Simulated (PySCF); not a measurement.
**How methods differ on the excitation energy of Ar²⁺**

Ar²⁺ [Ne] 3s2 3p4 (3P) → Ar²⁺ [Ne] 3s1 3p5 (3P), as a difference of total energies. Computed with PySCF 2.14 in x2c-TZVPPall (5s5p3d1f, 42 functions), with the spin-free X2C one-electron Hamiltonian (Gaussian nucleus). Correlated levels: valence: [Ne] frozen. The calculations carry no spin-orbit coupling.

```tsv
method	excitation energy (eV)
UHF	17.320
MP2 (valence)	15.778
SCS-MP2 (valence)	15.584
CCSD (valence)	14.566
CCSD(T) (valence)	14.209
```

**Question.** How much does correlation contribute at CCSD(T) (valence)?

**Answer.** 14.209 − (17.320) = -3.111 eV, measured against UHF.

The coupled-cluster amplitudes are large for the upper state (T1 above 0.03 or a double amplitude above 0.15), so a single reference is strained.
